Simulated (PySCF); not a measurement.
Species: [AlI3(PMe3)], C3H9AlI3P.
Bonds: C1–P2, P2–C3, P2–C4, P2–Al5, Al5–I6, Al5–I7, Al5–I8. Hydrogens: H9, H10, H11 on C1; H12, H13, H14 on C3; H15, H16, H17 on C4.

Computed by this run: PBE0-D3(BJ)/def2-SVP geometry optimisation, gas phase, def2 core potentials past Kr in PySCF; density fitting, grid level 1; the optimiser is geomeTRIC in internal coordinates, started from a GFN2-xTB structure with every atom displaced at random (about 0.01 Å).

Step 0: E = -43436.6210 eV
```
atom  x, y, z in Å  |  force x, y, z in eV/Å
C1     -0.8234   -0.1004    1.6300   -0.966   1.774  -0.375
P2     -0.0200   -0.0103   -0.0020    0.166  -0.373   0.148
C3     -0.0862   -1.7465   -0.5662    1.304   0.565   0.354
C4     -1.2310    0.8013   -1.0642   -1.480   0.191   0.712
Al5     2.2319    1.0455   -0.0203   -0.527  -0.251   0.165
I6      2.7406    0.8080   -2.4836    0.042   0.057   0.226
I7      3.3972   -0.5278    1.6067   -0.107   0.275  -0.256
I8      1.5795    3.3505    0.8356    0.157  -0.303  -0.119
H9     -0.9688    0.9423    2.0309    0.216  -0.721  -0.291
H10    -1.8221   -0.5536    1.5430    0.031  -0.108  -0.067
H11    -0.2350   -0.6448    2.3306    0.811  -0.688   0.750
H12    -1.0808   -2.1229   -0.5128   -1.264  -0.371   0.039
H13     0.2801   -1.7966   -1.5886    0.212  -0.119  -0.370
H14     0.5553   -2.3461    0.0935    0.126  -0.062  -0.088
H15    -2.2188    0.2590   -0.9955    0.760   0.371  -0.056
H16    -1.4004    1.8453   -0.7314    0.159  -0.243  -0.108
H17    -0.9146    0.8090   -2.0954    0.359   0.006  -0.665
```

**Question.** Estimate the geometry and energy of step 1. (The exact step hangs on the optimiser's Hessian estimate; all steps are aligned on step 0, rigid shifts and turns removed.)

**Answer.** E = -43436.7941 eV, largest force 0.366 eV/Å
```
atom  x, y, z in Å  |  force x, y, z in eV/Å
C1     -0.8279   -0.0374    1.6388    0.196  -0.238   0.198
P2     -0.0796   -0.0357   -0.0183   -0.269  -0.076   0.023
C3     -0.0209   -1.7647   -0.5732   -0.278  -0.136  -0.005
C4     -1.3026    0.8050   -1.0728    0.140  -0.031  -0.217
Al5     2.0877    0.9684   -0.0059    0.157   0.157   0.023
I6      2.7621    0.8477   -2.4262   -0.040  -0.014   0.067
I7      3.2886   -0.5989    1.5668   -0.036   0.077  -0.069
I8      1.6029    3.2823    0.8865    0.011  -0.163  -0.051
H9     -0.9022    1.0038    1.9767   -0.045   0.091   0.045
H10    -1.8246   -0.5042    1.6248    0.023   0.025  -0.007
H11    -0.1708   -0.5797    2.3464   -0.127   0.110  -0.201
H12    -1.0270   -2.2236   -0.5253    0.195   0.087  -0.038
H13     0.3566   -1.8008   -1.6064    0.004   0.015   0.039
H14     0.6669   -2.3270    0.0737    0.046   0.016   0.008
H15    -2.2936    0.3323   -1.0102    0.030  -0.070   0.041
H16    -1.3776    1.8482   -0.7458    0.001   0.151   0.033
H17    -0.9545    0.7960   -2.1194   -0.007  -0.002   0.111
```

The energy changes by -0.1732 eV. The first-order estimate −F·Δx gives -0.3952 eV and the mean of the old and new forces, exact on a quadratic surface, -0.1730 eV. The step makes an angle of 75° with the force vector and moves no atom by more than 0.164 Å.

The cost below is that of the whole optimisation. Hardware: an Arm Neoverse V1 with one thread, shared host with 32 logical CPUs at a one-minute load of 16. Cost: 4.0 min, 1.2 GiB resident at most.
